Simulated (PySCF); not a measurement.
Exercise with solution: dipole moment from atomic charges

GeF2ClBr, SMILES [Cl][Ge]([F])([F])[Br]. Atoms are numbered in the order given.

```xyz
5

F      1.2882     0.7993    -1.3645
Ge     0.3077     0.4650     0.0000
F      1.2882     0.7993     1.3645
Cl    -1.3379     1.7871     0.0000
Br    -0.2940    -1.7043     0.0000
```
Charge 0, spin multiplicity 1.

The structure is a stationary point at PBE0-D3(BJ)/def2-SVP. This is a generated structure with no PubChem entry under its InChIKey; it may be hypothetical.

Charges (e) from PySCF with PBE/def2-TZVP:

```csv
atom,IAO,ESP fit
F1,-0.468,-0.112
Ge2,1.316,0.178
F3,-0.468,-0.112
Cl4,-0.228,0.003
Br5,-0.151,0.043
```

The dipole moment of the full density is 1.39 D.

Problem. What dipole moment does each set of point charges give, and which comes closer to that of the density?

Solution. 
μ = Σ q r, and 1 e Å = 4.8032 D.
IAO: Σ q r = (-0.451, -0.286, 0.000) e Å, |μ| = 2.57 D.
ESP fit: Σ q r = (-0.250, -0.164, 0.000) e Å, |μ| = 1.44 D.
ESP fit comes closer in size. Point charges leave out the atoms' own dipoles (lone pairs, polarised bonds); fits to the potential absorb them, partitions of the density don't.
